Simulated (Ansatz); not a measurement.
Cost and result for the atomization energy of GaH5O (`[OH2+][GaH3-]`) (7 atoms, 6 bonds).

Charge 0, multiplicity 1. Correlated methods include outer-core shells of Ga, which these sets cover unevenly. Scalar relativity is left out up to krypton. The structure was optimised at the PBE0-D4/def2-TZVP level. Program: Ansatz. All runs use 2 threads of a server CPU on a shared host. Times are those of one run each, without the atoms' runs, and a repeat can differ threefold. Electronic energies, without spin–orbit coupling; frozen cores. CCSD(T)/CBS adds CCSD(T) − MP2 in def2-TZVPP to the MP2 limit, and its time is that of the two runs behind it. T1 = 0.012. With those shells the extrapolation isn't a true limit. B3LYP takes the VWN-RPA correlation (the form of Gaussian; ORCA's B3LYP/G). HSE06 is the plane-wave form, built on full-range PBE exchange.

CCSD(T)/CBS is a level of theory with its own doubt, some kJ/mol a heavy atom from the limit and from the frozen cores, so smaller differences don't rank the functionals.

```tsv
level	functions	wall time	atomization (kJ/mol)	difference from CCSD(T)/CBS	per bond
LDA (SPW92)/def2-TZVPP	149	0.85 s	2101.1	225.3	37.6
BLYP-D4/def2-TZVPP	149	1.4 s	1828.6	-47.2	-7.9
PBE0-D4/def2-TZVPP	149	1.6 s	1815.2	-60.6	-10.1
CCSD(T)/def2-SVP	71	1.6 s	1764.3	-111.5	-18.6
CAM-B3LYP-D4/def2-TZVPP	149	1.9 s	1863.3	-12.5	-2.1
HSE06-D4/def2-TZVPP	149	2 s	1815.6	-60.2	-10.0
B3LYP-D4/def2-TZVPP (with forces)	149	2.3 s	1842.6	-33.2	-5.5
PBE-QIDH/def2-TZVPP	149	3 s	1825.4	-50.4	-8.4
B2PLYP/def2-TZVPP	149	3.1 s	1831.7	-44.1	-7.3
ωB97X-V/def2-TZVPP	149	5.5 s	1861.6	-14.2	-2.4
MP2/def2-QZVPP	296	11 s	1853.0	-22.8	-3.8
CCSD(T)/def2-TZVPP	149	22 s	1842.3	-33.5	-5.6
CCSD(T)/CBS(def2)	–	32 s	1875.8	0.0	0.0
```

Leaving LDA and LC-ωPBE aside and taking each functional with its dispersion term where it has one, the values, not all of them listed here, spread over 76.3 kJ/mol, from revPBE-D4 to B97M-V. LDA lies +273.1 kJ/mol from PBE without D4, its usual overbinding. From PBE to PBE0 (25 % exact exchange), in def2-TZVPP and without D4, the atomization energy moves by −19.5 kJ/mol: exact exchange takes away binding that semilocal exchange gives to molecules. The D4 term adds +13.1 kJ/mol with B3LYP and +6.7 kJ/mol with PBE0; it sums over pairs of atoms, weighted by their polarisabilities, and B3LYP, whose exchange is more repulsive, gets the larger term.
